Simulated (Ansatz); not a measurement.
Species: C2H4O2Si, SMILES `C=[SiH]C(=O)O` (C–Si–C–O torsion 0°, Si–C–O–H torsion -180°) (charge 0, multiplicity 1).

**Question.** Give a relaxed geometry from PBE0-D3(BJ)/def2-TZVP in Ansatz (an electronic-structure program).

**Answer.** This is not unique; one that fits is the end point of this relaxation, one of several conformers (outside a Z-matrix the atoms follow the SMILES, hydrogens last).
Z-matrix (Å, degrees):
```
Si
C 1 1.6974
H 2 1.0833 1 122.97
H 2 1.0841 3 116.28 1 -179.99
H 1 1.4762 2 125.49 3 -0.01
C 1 1.9053 5 116.43 2 179.97
O 6 1.1999 1 123.93 5 179.94
O 6 1.3459 7 123.19 1 -179.98
H 8 0.9711 6 107.18 7 0.01
```
